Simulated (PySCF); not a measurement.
Mapped SMILES: `[CH3:1][C:2](=[O:3])[NH:4][SiH2:5][O:6][SiH2:7][O:8][SiH3:9]`; H(Xn) means a hydrogen on atom n.

Rapidly exchanging positions averaged, no solvent, non-relativistic Hamiltonian, a single conformation. GIAO PBE0/pcSseg-1 shieldings; geometry: GFN2-xTB; PySCF.

Shifts are taken against calculated references (same method and geometry level): ¹³C (σ = 186.93 ppm) and ¹H (σ = 31.72 ppm) and ²⁹Si (σ = 349.16 ppm) vs TMS; H2O for ¹⁷O (σ = 336.08 ppm); ¹⁵N (σ = 267.73 ppm) vs NH3.

```
 atoms  nucleus  count  Hirshfeld charge  δ (ppm)
    C1      ¹³C      1             -0.12        ?
H(Si5)       ¹H      2             -0.08     5.50
 H(N4)       ¹H      1              0.14     4.57
    O6      ¹⁷O      1             -0.31        ?
   Si7     ²⁹Si      1              0.46    -44.1
H(Si9)       ¹H      3             -0.08     5.20
    C2      ¹³C      1              0.18    178.9
   Si5     ²⁹Si      1              0.42    -42.2
 H(C1)       ¹H      3              0.05     2.01
H(Si7)       ¹H      2             -0.08     4.93
    O8      ¹⁷O      1             -0.30        ?
   Si9     ²⁹Si      1              0.40    -42.3
    N4      ¹⁵N      1             -0.21        ?
    O3      ¹⁷O      1             -0.27    444.4
```

Fill in the missing shifts.

Results:


- C1: 24.2 ppm, methyl carbon α to a carbonyl; the adjacent C=O deshields it moderately
- O6: 69.9 ppm, oxygen bonded to 2 Si
- O8: 40.9 ppm, oxygen bonded to 2 Si
- N4: 131.4 ppm, amide-type nitrogen

The OH or NH signal is concentration- and solvent-dependent in practice; the value given is the gas-phase one. Shifts are as computed. Against solution values, carbons near 30 ppm lie about +3 ppm off and those near 130 ppm about +5 ppm. Of 1211 compounds with measured shifts, 218 miss one by over three times the rms of a fit or turn the order of signals round; such compounds aren't used in these exercises. Hydrogen bonding in solution shields acid and N–H amide carbonyl oxygens by tens of ppm. The C=O carbon of an acid or of an amide with N–H lies up to 10 ppm further downfield in solution, through hydrogen bonding that the calculation lacks. Unscaled 17O shifts of doubly bonded oxygen tend to come out too high, by tens of ppm or more. Experimental scales use liquid or dissolved standards, which lie at an offset from isolated NH3 (liquid NH3: subtract about 20 ppm) and H2O (liquid H2O: subtract about 36 ppm).
